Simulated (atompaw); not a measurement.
**PBE PAW (atompaw) dataset for As (Z = 33), scalar-relativistic all-electron reference.**

```json
{
  "Element": "arsenic",
  "Generator": "atompaw 4.2.0.5",
  "Type": "PAW",
  "Functional": "PBE",
  "Relativity": "scalar-relativistic",
  "Frozen core": "[Ar] 3d10",
  "Valence charge": "5",
  "Reference configuration": "4s2 4p1.5 (charge +1.5)",
  "Partial waves": "4s (bound): rc 1.70 bohr; 4s channel at -0.55 Ry: rc 1.70 bohr; 4p (bound): rc 1.60 bohr; 4p channel at 0.55 Ry: rc 1.70 bohr",
  "Local potential": "bessel scheme, radius 1.45 bohr",
  "Core correction": "smooth core density matched at 1.02 bohr",
  "Augmentation charge": "gaussian compensation charge, radius 1.60 bohr; PAW radius 1.70 bohr; waves and projectors: custom rrkj vanderbiltortho"
}
```

Poles of the logarithmic derivatives, all-electron (AE) and pseudo (PS). s: poles at 2.7 (AE) and 2.7 (PS) Ry. p: poles at 4.6 (AE) and 4.4 (PS) Ry. Test radius 1.70 bohr.

- Cutoffs needed: 12 Ry and 21 Ry (the cutoffs (Ry, on a coarse ladder) from which the occupation-weighted sum of valence levels, in a spherical-Bessel basis at the reference potential, stays within 10 and 1 mRy of its value at 400 Ry)
- Ghost test: no extra level below or beside the all-electron valence levels (s, p, d, f tested) (spherical-Bessel basis up to 400 Ry, 20 bohr box)
- Lowest eigenvalue of the overlap operator: 0.36 (p channel)
- Overlap eigenvalues printed by atompaw (projector basis): 0.252, 0.536, 234, 368
- Share of each valence orbital outside the PAW sphere: 4s 54 %, 4p 72 %
